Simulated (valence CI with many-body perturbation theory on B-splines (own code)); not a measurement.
## Run record, Nd55+

Computed by relativistic CI+MBPT: three valence electrons over a frozen Dirac-Fock core [He], radial functions for each j: 11 s, 11 p, 9 d, 7 f, 5 g, 2 h, 1 i, with the one-electron correlation potential Σ1 (screened to all orders), the two-electron term Σ2, the three-electron term Σ3, Breit, model QED; selected single and double excitations, second order for the rest (own B-spline code, finite nucleus).

Command, and the settings that its task file holds:

```sh
python run_cv.py task.json out
```

```
atom Nd  Z=60  mass_number=142  rms_radius_fm=4.9123
core [He]
valence 2s2 2p1
avg = 1
basis = L
breit = 1
cap = 40000
capref = 1200
cscale = 1
de = 0.0
dress = 0
eps = 2e-08
h = 0.27
hh = 1
l2 = 3
lcore = 6
maxit = 60
n2 = 5
natural = 1
nlev = 60
nno = [7, 7, 6, 5, 4, 2, 1]
nroot = 26
nsp = [4, 4, 3, 2, 1, 0, 0]
pt2 = 1
qed = 1
rpa = 1
s1 = 1
s2 = 1
s3 = 1
screen = 1
tol = 2e-05
```

It took 3 min on 1 thread of Intel(R) Xeon(R) Platinum 8375C CPU @ 2.90GHz (Ice Lake) (shared host).

Log. The first blocks belong to the next ion, which gives the ionisation energy. Fields: 2J, parity (1 odd), roots, reference size, generating configurations, candidates as configurations/state functions, variational space P, stored matrix elements, Davidson steps; e2 is the range of second-order energies in hartree. The first line gives the box (bohr), its intervals, the orbitals and the steps of their self-consistent field. Window is the range of levels sought, series limit the energy at which the first omitted orbital would enter, core excitation an estimate of the first excitation out of the core, left out the lowest levels not solved, and shifts from estimates the range by which levels moved from their first estimate, all in cm⁻¹.

```
rmax 1.5 intervals 55 orbitals 81 references ['2s2 2p', '2s 2p2', '2p3'] scf 2 t 0.5
2J=0 par=0 roots 2 ref 18 generators 3 cand 364/364 P 357/357 nnz 0 it 0
2J=0 par=0 roots 2 ref 18 generators 3 cand 25/25 P 367/367 nnz 0 it 0
   second order: generators 3 cand 15/15 e2 -0.00000 -0.00000
2J=0 par=1 roots 2 ref 16 generators 3 cand 314/314 P 303/303 nnz 0 it 0
2J=0 par=1 roots 2 ref 16 generators 5 cand 27/27 P 316/316 nnz 0 it 0
   second order: generators 6 cand 14/14 e2 -0.00000 -0.00000
2J=2 par=1 roots 2 ref 41 generators 2 cand 828/828 P 762/762 nnz 0 it 0
2J=2 par=1 roots 2 ref 41 generators 2 cand 107/107 P 823/823 nnz 0 it 0
   second order: generators 2 cand 46/46 e2 -0.00000 -0.00000
reference levels 513, estimated 426, window 60724920 1/cm; series limit 79820505, core excitation 302979640
2J=1 par=1 roots 15 ref 48 generators 13 cand 6048/9067 P 5431/7999 nnz 5.9e+06 it 4
2J=1 par=1 roots 15 ref 48 generators 13 cand 2831/4266 P 6462/9629 nnz 8.4e+06 it 4
   second order: generators 15 cand 3363/4948 e2 -0.00001 -0.00000
2J=1 par=0 roots 16 ref 50 generators 15 cand 5988/8979 P 5365/7999 nnz 5.9e+06 it 5
2J=1 par=0 roots 16 ref 50 generators 15 cand 2936/4320 P 6574/9912 nnz 9e+06 it 5
   second order: generators 18 cand 3828/5457 e2 -0.00001 -0.00000
2J=3 par=1 roots 21 ref 72 generators 16 cand 8399/16993 P 4029/8000 nnz 6.6e+06 it 5
2J=3 par=1 roots 21 ref 72 generators 16 cand 6245/12705 P 7563/15711 nnz 2.3e+07 it 6
   second order: generators 17 cand 3666/6484 e2 -0.00001 -0.00000
2J=3 par=0 roots 19 ref 70 generators 13 cand 8418/16975 P 4010/7997 nnz 6.6e+06 it 5
2J=3 par=0 roots 19 ref 70 generators 14 cand 6241/12688 P 7501/15550 nnz 2.3e+07 it 8
   second order: generators 16 cand 5147/10980 e2 -0.00002 -0.00000
2J=5 par=0 roots 14 ref 66 generators 12 cand 9326/20925 P 3716/7998 nnz 6.9e+06 it 5
2J=5 par=0 roots 14 ref 66 generators 13 cand 7368/16632 P 7250/16672 nnz 2.7e+07 it 7
   second order: generators 15 cand 6440/16413 e2 -0.00001 -0.00000
2J=5 par=1 roots 13 ref 62 generators 9 cand 9309/20982 P 3721/8000 nnz 6.8e+06 it 5
2J=5 par=1 roots 13 ref 62 generators 10 cand 7370/16684 P 7210/16575 nnz 2.7e+07 it 7
   second order: generators 11 cand 5157/12083 e2 -0.00001 -0.00000
2J=7 par=1 roots 6 ref 43 generators 5 cand 7177/17869 P 3460/7997 nnz 7.8e+06 it 5
2J=7 par=1 roots 6 ref 43 generators 5 cand 5020/12640 P 5054/12282 nnz 1.8e+07 it 4
   second order: generators 6 cand 4775/13128 e2 -0.00001 -0.00001
2J=7 par=0 roots 5 ref 41 generators 5 cand 7175/17840 P 3405/8000 nnz 8.1e+06 it 5
2J=7 par=0 roots 5 ref 41 generators 5 cand 5002/12401 P 4782/11777 nnz 1.7e+07 it 5
   second order: generators 9 cand 7679/22083 e2 -0.00002 -0.00000
2J=9 par=1 roots 2 ref 20 generators 2 cand 4626/12556 P 2392/5382 nnz 3.6e+06 it 4
2J=9 par=1 roots 2 ref 20 generators 2 cand 3433/9693 P 3031/7238 nnz 6.7e+06 it 4
   second order: generators 3 cand 4987/13896 e2 -0.00001 -0.00001
2J=9 par=0 roots 2 ref 23 generators 2 cand 3199/8227 P 2504/5903 nnz 5.6e+06 it 4
2J=9 par=0 roots 2 ref 23 generators 2 cand 1951/4847 P 2924/7003 nnz 7.9e+06 it 4
   second order: generators 4 cand 3773/10118 e2 -0.00001 -0.00001
left out: unestimated 84685716, estimated 66801952, shifts from estimates -21 to 68
operators 0.4
```

The Davidson iterations converged.

The last digits are not significant, and no measured levels were compared; by estimate large intervals hold to a few tenths of a per cent, small ones and those within an open d or f shell to about a per cent.

- Valence energy: -1327.494 hartree
- Ionisation energy: 11689 eV (NIST: 11694 ± 5 eV (theoretical))
- Reference configurations for the orbitals: 2s2 2p, 2s 2p2, 2p3
- Radial orbitals: 81
- Box radius: 1.505 bohr
- Largest variational space: 16672
- Lowest levels: (2s^2 2p1/2) J=1/2 0.0, (2s 2p1/2^2) J=1/2 192.2, (2s^2 2p3/2) J=3/2 570.2, (2s 2p1/2 2p3/2) J=3/2 [a] 704.3, (2s 2p1/2 2p3/2) J=5/2 739.3, (2s 2p1/2 2p3/2) J=1/2 795.0, (2s 2p1/2 2p3/2) J=3/2 [b] 796.1, (2p1/2^2 2p3/2) J=3/2 999.2, (2s 2p3/2^2) J=5/2 1292.6, (2s 2p3/2^2) J=1/2 1376.4, (2s 2p3/2^2) J=3/2 1377.3, (2p1/2 2p3/2^2) J=3/2 1532.6, (2p1/2 2p3/2^2) J=5/2 1553.7, (2p1/2 2p3/2^2) J=1/2 1597.2 eV

Levels are named by their leading jj configuration (3d3/2^4 stands for four electrons in 3d with j = 3/2), which in mixed levels can hold well under half, so a name can repeat and another be missing. Letters in brackets count levels of one name in rising energy.
